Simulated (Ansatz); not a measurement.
Molecule: InI, net charge 0, singlet state. 
Geometry from a B3LYP-D3(BJ)/def2-TZVP (Ansatz, a program for electronic structure) optimisation:
```
In
I 1 2.8039
```

Basis-set convergence of Hartree-Fock and CCSD correlation energies (hartree) with Ansatz. Valence correlation only, unless marked. Spin-orbit coupling is left out. The frozen core is the preceding noble-gas configuration, with the filled d and f shells of earlier blocks. Past Kr the def2 sets carry scalar-relativistic core potentials.

| basis | functions | E(HF) | E(corr, CCSD) |
|---|---|---|---|
| def2-SVP | 52 | -485.95149 | -0.15107 |
| def2-TZVPP | 100 | -485.96501 | -0.20072 |
| def2-QZVPP | 164 | -485.96672 | -0.22281 |

Extrapolating the two largest sets (X = 3 and 4) as X^-3: E(corr) = (64·(-0.22281) - 27·(-0.20072))/37 = -0.2389 Eh, an estimate of the basis-set limit. The largest set recovers 93.3 % of it, the smallest 63.2 %.
